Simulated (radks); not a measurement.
Coulomb parameter of the 4f shell of the samarium ion Sm3+ in the model configuration [Xe] 4f4 6p1, as a second difference U = [E(n + 0.5) + E(n - 0.5) - 2 E(n)] / (0.5)^2 with all orbitals relaxed. "Bare": the charge of the atom changes with n. "Screened": the 6p shell takes up the change at fixed total charge, which measures U(4f,4f) + U(6p,6p) - 2 U(4f,6p). Calculated with a radial shooting solver on a logarithmic mesh with Libxc functionals: scalar-relativistic Kohn-Sham, PBE, spin-unpolarised, spherical densities, finite nucleus; Fermi nuclear charge, rms radius 5.0819 fm.

case              configuration  E - E(n) (eV)
start              [Xe] 4f4 6p1          0.000
bare +0.5        [Xe] 4f4.5 6p1        -19.409
bare -0.5        [Xe] 4f3.5 6p1         24.317
screened +0.5  [Xe] 4f4.5 6p0.5        -10.921
screened -0.5  [Xe] 4f3.5 6p1.5         13.286

U(bare) = 19.633 eV, U(screened by 6p) = 9.459 eV, against the Slater integral F0(4f,4f) = 29.572 eV with frozen orbitals.
